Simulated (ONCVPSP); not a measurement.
# Scattering properties, ONCV potential for palladium

ONCVPSP 4.0.1 input, shortened (lines: element, Z, core and valence counts, functional; n l f; lmax; l rc ep ncon nbas qcut; lloc lpopt rc5 dvloc0; l nproj debl; icmod fcfact rcfact), PBE, fully relativistic:

```
  Pd 46.00    6    3        4      upf
    1    0    2.00
    2    0    2.00
    2    1    6.00
    3    0    2.00
    3    1    6.00
    3    2   10.00
    4    0    2.00
    4    1    6.00
    4    2    9.75
    2
    0    0.95    0.00    5    9    5.60
    1    1.25    0.00    4    8   13.10
    2    1.25    0.00    5   10    6.60
    4    5    0.70    0.00
    0    1    2.30
    1    2    1.10
    2    2    2.40
    2    0.20    1.15
```

Open shells are filled in proportion to 2j + 1.

In the p channel the program set the typed energies aside and used -1.923, 0.250 Ha (j = l + 1/2; the other j can differ).

The phase is arctan(r·R′/R) of the radial function R(r), unwrapped; energies in Ha, scanned from -5 to 5 Ha. A pole is an energy at which the radial function vanishes at the test radius. The pseudo phase is shifted by a multiple of π to meet the all-electron one at the reference energy, and phase errors are pseudo minus all-electron; the curves can meet again beyond the range given. Levels narrower than the energy grid can be missing from the lists of poles.

```json
{"channel": "s", "radius (bohr)": "0.97", "reference energy (Ha)": "-3.23", "poles, all-electron": "4.11", "poles, pseudo": "3.96", "unbroken range about the reference energy with phases within 0.05 rad": "the whole range", "phase error 1 Ha above the reference energy (rad)": "+0.000"}
{"channel": "p3/2", "radius (bohr)": "1.27", "reference energy (Ha)": "-1.92", "poles, all-electron": "0.44", "poles, pseudo": "0.44", "unbroken range about the reference energy with phases within 0.05 rad": "the whole range", "phase error 1 Ha above the reference energy (rad)": "-0.000"}
{"channel": "p1/2", "radius (bohr)": "1.27", "reference energy (Ha)": "-2.09", "poles, all-electron": "0.07", "poles, pseudo": "0.07", "unbroken range about the reference energy with phases within 0.05 rad": "the whole range", "phase error 1 Ha above the reference energy (rad)": "-0.000"}
{"channel": "d5/2", "radius (bohr)": "1.27", "reference energy (Ha)": "-0.23", "poles, all-electron": "3.00", "poles, pseudo": "3.00", "unbroken range about the reference energy with phases within 0.05 rad": "the whole range", "phase error 1 Ha above the reference energy (rad)": "-0.000"}
{"channel": "d3/2", "radius (bohr)": "1.27", "reference energy (Ha)": "-0.25", "poles, all-electron": "2.92", "poles, pseudo": "2.92", "unbroken range about the reference energy with phases within 0.05 rad": "the whole range", "phase error 1 Ha above the reference energy (rad)": "-0.000"}
```

Note: ghosts flagged at negative energy: s at -265.0 eV; GHOST(+) flagged for p1/2 at 425.5 eV. A true bound ghost makes a file unfit for plane-wave use.

Phases in the d3/2 channel:

```json
{"E (Ha)": "-4.96", "all-electron": "1.177", "pseudo": "1.176"}
{"E (Ha)": "-4.72", "all-electron": "1.159", "pseudo": "1.158"}
{"E (Ha)": "-4.48", "all-electron": "1.139", "pseudo": "1.138"}
{"E (Ha)": "-4.24", "all-electron": "1.115", "pseudo": "1.115"}
{"E (Ha)": "-4.00", "all-electron": "1.089", "pseudo": "1.088"}
{"E (Ha)": "-3.76", "all-electron": "1.058", "pseudo": "1.058"}
{"E (Ha)": "-3.52", "all-electron": "1.022", "pseudo": "1.022"}
{"E (Ha)": "-3.28", "all-electron": "0.980", "pseudo": "0.979"}
{"E (Ha)": "-3.04", "all-electron": "0.928", "pseudo": "0.928"}
{"E (Ha)": "-2.80", "all-electron": "0.866", "pseudo": "0.866"}
{"E (Ha)": "-2.56", "all-electron": "0.789", "pseudo": "0.788"}
{"E (Ha)": "-2.32", "all-electron": "0.691", "pseudo": "0.691"}
{"E (Ha)": "-2.08", "all-electron": "0.568", "pseudo": "0.567"}
{"E (Ha)": "-1.84", "all-electron": "0.411", "pseudo": "0.410"}
{"E (Ha)": "-1.60", "all-electron": "0.216", "pseudo": "0.215"}
{"E (Ha)": "-1.36", "all-electron": "-0.014", "pseudo": "-0.014"}
{"E (Ha)": "-1.12", "all-electron": "-0.260", "pseudo": "-0.260"}
{"E (Ha)": "-0.88", "all-electron": "-0.496", "pseudo": "-0.496"}
{"E (Ha)": "-0.64", "all-electron": "-0.701", "pseudo": "-0.701"}
{"E (Ha)": "-0.40", "all-electron": "-0.867", "pseudo": "-0.867"}
{"E (Ha)": "-0.16", "all-electron": "-0.999", "pseudo": "-0.999"}
{"E (Ha)": "0.08", "all-electron": "-1.103", "pseudo": "-1.103"}
{"E (Ha)": "0.32", "all-electron": "-1.186", "pseudo": "-1.186"}
{"E (Ha)": "0.56", "all-electron": "-1.254", "pseudo": "-1.254"}
{"E (Ha)": "0.80", "all-electron": "-1.309", "pseudo": "-1.309"}
{"E (Ha)": "1.04", "all-electron": "-1.355", "pseudo": "-1.355"}
{"E (Ha)": "1.28", "all-electron": "-1.395", "pseudo": "-1.395"}
{"E (Ha)": "1.52", "all-electron": "-1.429", "pseudo": "-1.429"}
{"E (Ha)": "1.76", "all-electron": "-1.460", "pseudo": "-1.460"}
{"E (Ha)": "2.00", "all-electron": "-1.486", "pseudo": "-1.486"}
{"E (Ha)": "2.24", "all-electron": "-1.511", "pseudo": "-1.511"}
{"E (Ha)": "2.48", "all-electron": "-1.533", "pseudo": "-1.533"}
{"E (Ha)": "2.72", "all-electron": "-1.554", "pseudo": "-1.554"}
{"E (Ha)": "2.96", "all-electron": "-1.574", "pseudo": "-1.574"}
{"E (Ha)": "3.20", "all-electron": "-1.592", "pseudo": "-1.592"}
{"E (Ha)": "3.44", "all-electron": "-1.610", "pseudo": "-1.611"}
{"E (Ha)": "3.68", "all-electron": "-1.628", "pseudo": "-1.628"}
{"E (Ha)": "3.92", "all-electron": "-1.645", "pseudo": "-1.645"}
{"E (Ha)": "4.16", "all-electron": "-1.663", "pseudo": "-1.663"}
{"E (Ha)": "4.40", "all-electron": "-1.680", "pseudo": "-1.681"}
{"E (Ha)": "4.64", "all-electron": "-1.698", "pseudo": "-1.699"}
{"E (Ha)": "4.88", "all-electron": "-1.717", "pseudo": "-1.718"}
```
